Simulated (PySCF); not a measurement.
Input for PySCF: R-MP2/6-31G* on SiS, 2S+1 = 1, a spin state set in the input, which need not be the lowest, a point of a bond scan (R = 2.113 Å).

```python
from pyscf import gto, scf, dft, mp
from pyscf.data.elements import chemcore

mol = gto.M(
    atom='''
    Si    0.00000000    0.00000000    0.00000000
    S     0.00000000    0.00000000    2.11318100
    ''',
    basis='6-31g*',
    cart=True,
    charge=0, spin=0, verbose=3, max_memory=1800)
mf = scf.RHF(mol)
mf.conv_tol = 1e-8
mf.max_cycle = 100
mf.kernel()
if not mf.converged:
    mf = mf.newton().run(mf.mo_coeff, mf.mo_occ)
pt = mp.MP2(mf, frozen=chemcore(mol)).run()
```

Question: What total energy does the run end on?

Answer: -686.6221 hartree.
